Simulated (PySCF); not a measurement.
A geometry optimisation on [GaCl4]- (`[Cl][Ga-]([Cl])([Cl])[Cl]`).

Computed with PBE0-D3(BJ)/def2-SVP geometry optimisation, gas phase (PySCF 2.14.0). Start geometry: GFN2-xTB. The input is one job of a driver script: a line of settings, then coordinates in Å.

Input:
```
{"job": {"xc": "PBE0", "basis": "def2-SVP", "d3": "d3bj", "grid": 1, "maxiter": 30, "shake": 0.03, "kind": "geom"}, "charge": -1, "multiplicity": 1}
Ga     0.061660    -0.077100     0.012300
Cl    -0.006700    -0.030290     2.164660
Cl     1.983470     0.003810    -0.759160
Cl    -0.931350     1.782710    -0.715340
Cl    -1.032230    -1.789610    -0.764570
```

Output:
```
step   0  E = -3764.31372898  max force = 0.042053
step   1  E = -3764.31976238  max force = 0.014047
step   2  E = -3764.32058163  max force = 0.004405
step   3  E = -3764.32066102  max force = 0.000601
step   4  E = -3764.32066515  max force = 0.000450
step   5  E = -3764.32066079  max force = 0.001530
step   6  E = -3764.32066070  max force = 0.001614
step   7  E = -3764.32066657  max force = 0.001308
step   8  E = -3764.32067323  max force = 0.000885
step   9  E = -3764.32067880  max force = 0.000283
optimisation converged
```

Energies in Eh; «max force» is the largest Cartesian gradient component in Eh/bohr.

Question: Give the first gradient maximum in eV/Å.

Answer: With 1 Eh/bohr = 51.422 eV/Å, 2.162 eV/Å.

In short: final energy -3764.32068 Eh after 9 steps.

Question: Estimate the wall time. Hardware: one thread, Intel Xeon Platinum 8488C (x86_64), no GPU (shared host). And the peak memory of the process?

Answer: About 41 s, with 0.42 GiB resident at the peak, the Python interpreter and its libraries included.
Labels such as C1 count atoms from 1, the log's own numbers from 0.
